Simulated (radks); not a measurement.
Values are calculated unless marked as measured or tabulated.
Problem. The mean radii <r> (bohr) of the occupied orbitals of an atom or ion are listed with their occupations. Level of theory: Dirac Kohn-Sham, BLYP, spin-unpolarised, spherical densities, finite nucleus; Fermi nuclear charge, rms radius of each element as measured or else 0.836 A^(1/3) + 0.57 fm (a radial shooting solver on a logarithmic mesh with Libxc functionals).

| orbital | occ. | <r> |
|---|---|---|
| 1s1/2 | 2 | 0.04858 |
| 2s1/2 | 2 | 0.2144 |
| 2p1/2 | 2 | 0.1851 |
| 2p3/2 | 4 | 0.1884 |
| 3s1/2 | 2 | 0.5395 |

Name the element and its charge. Open shells, if any, fill j = l - 1/2 first.

Solution. Z = 31, gallium, charge +19: Ga19+ in [Ne] 3s2. The 1s radius gives Z: for a bare nucleus <r> = (2 gamma + 1)/(2Z) with gamma = sqrt(1 - (Z/c)^2), 0.04755 bohr for Z = 31, and screening makes it slightly larger (0.04858 here). The occupations add up to 12, and the charge is Z minus that.
